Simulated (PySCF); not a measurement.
Level of theory: PBE0 in PySCF with Ca def2-TZVP, H def2-TZVP; no relativity; density-fitted integrals. Open shells, if any, are unrestricted.

Task: What shape and geometry does isolated singlet CaH₂ take (every ligand bound to Ca)?

Result: Counting electrons, calcium keeps none of its valence electrons outside its bonds, so the VSEPR class is AX2 and the expected shape is linear (D∞h). The calculation gives C2v instead. Heavy alkaline-earth centres are the known exception: their polarisable core and low (n−1)d orbitals favour bending; the Mulliken d population here is 0.34. The lowest minimum found is a singlet of C2v symmetry with Ca–H 2.027 Å (×2); H–Ca–H 143.6°. Its harmonic wavenumbers are 237 (a1), 1254 (b2), 1329 (a1) cm⁻¹ and its dipole moment is 4.00 D.

This need not be the most stable arrangement of these atoms.
